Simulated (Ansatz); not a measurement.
Reaction (redistribution): `CN([SiH2]F)[SiH2]F` + `F[SiH]` → `CN([SiH3])[SiH2]F` + `F[Si]F`

Program: Ansatz. Geometries: PBE0-D4/def2-TZVP. ΔE: electronic, gas phase. CCSD(T)/CBS is the MP2 limit (def2-TZVPP, def2-QZVPP) plus CCSD(T) − MP2 in def2-TZVPP, frozen cores. This one scheme is used for every species. One conformer a species, not always the lowest.

`CN([SiH2]F)[SiH2]F`:

```xyz
13

C    -1.032    0.331   -1.057
N     0.006    0.076   -0.049
Si   -0.297    0.607    1.551
F    -1.444   -0.256    2.258
Si    1.360   -0.858   -0.526
F     0.972   -2.392   -0.766
H    -0.587    0.418   -2.052
H    -1.550    1.270   -0.845
H    -1.776   -0.469   -1.085
H     0.938    0.456    2.346
H    -0.816    1.994    1.510
H     1.851   -0.365   -1.833
H     2.374   -0.811    0.548
```

`F[SiH]`:

Z-matrix (Å, degrees):
```
Si
F 1 1.612
H 1 1.541 2 96.3
```

`CN([SiH3])[SiH2]F`:

Cartesian coordinates in Å:
```
C 1.396 0.122 -0.578
N 0.034 0.077 -0.041
Si -0.102 0.149 1.686
Si -1.264 -0.214 -1.107
F -1.392 -1.757 -1.522
H 1.380 0.299 -1.656
H 1.939 -0.812 -0.399
H 1.966 0.939 -0.122
H 0.506 1.414 2.181
H 0.625 -0.979 2.331
H -1.540 0.090 2.042
H -2.529 0.157 -0.439
H -1.019 0.513 -2.375
```

`F[Si]F`:

Z-matrix (Å, degrees):
```
Si
F 1 1.602
F 1 1.602 2 100.6
```

```tsv
species	HF/CBS(def2) energy (Eh)
`CN([SiH2]F)[SiH2]F`	-873.51869
`F[SiH]`	-389.02537
`CN([SiH3])[SiH2]F`	-774.53076
`F[Si]F`	-488.03313
```

Question: Work out ΔE.

Answer: ΔE = (-774.53076) + (-488.03313) − (-873.51869) − (-389.02537) = -0.01983 Eh = -0.54 eV. CCSD(T)/CBS gives -0.63 eV.

Largest T1 diagnostic among the species: 0.015.

In def2-TZVPP, CCSD(T) changes the Hartree–Fock value by −0.09 eV (the triples alone add −0.02 eV) and MP2 by −0.13 eV. From PBE to PBE0 (25 % exact exchange), in def2-TZVPP and without D4, ΔE moves by +0.04 eV.
